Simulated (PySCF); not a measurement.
**Electronic structure of B (boron, neutral) at the UHF level**

Configuration: [He] 2s1 2p2, high-spin 4P determinant (an excited configuration). Computed with PySCF 2.14 in x2c-QZVPPall with one added diffuse shell each of s, p, d, f type (8s5p4d3f1g, 73 functions), with the spin-free X2C one-electron Hamiltonian (Gaussian nucleus).

| Item | Value |
| --- | --- |
| Total energy | -24.459224 hartree |
| One-electron energy | -32.2019 hartree |
| Hartree (Coulomb) energy | 11.6341 hartree |
| Exchange energy | -3.8914 hartree |
| ⟨S²⟩ | 3.7500 |
| ⟨L²⟩ | 2.013 |
| Sum of ⟨r⟩ | 6.769 bohr |
| Sum of ⟨r²⟩ | 15.70 bohr² |
| Traceless quadrupole moment −½Σ⟨3z² − r²⟩ along its main axis | 2.44 e·bohr² |
| Langevin diamagnetic susceptibility | -12.4 ×10⁻⁶ cm³/mol |

```
shell  electrons  mean orbital energy (hartree)  rms radius, mean of both spins (bohr)
 1s α          1                       -7.71602                                  0.379
 1s β          1                       -7.64353                                  0.379
 2s α          1                       -0.64420                                   2.08
 2p α          2                       -0.35639                                   2.36
```

Spin-orbit constants ζ (cm⁻¹) from the X2C one-electron operator on these orbitals: bare nucleus, nucleus screened by l(l+1)(2l+1)/3 electrons, and screened by the Breit-Pauli mean field of the electrons.

```tsv
shell	bare	screened nucleus	mean field
2p	23.88	14.33	10.69
```

To first order the Landé constant is A = 3.563 cm⁻¹, so the lowest level has J = 1/2 and lies 0.00110 eV below the centre of the term. This holds in LS coupling only.
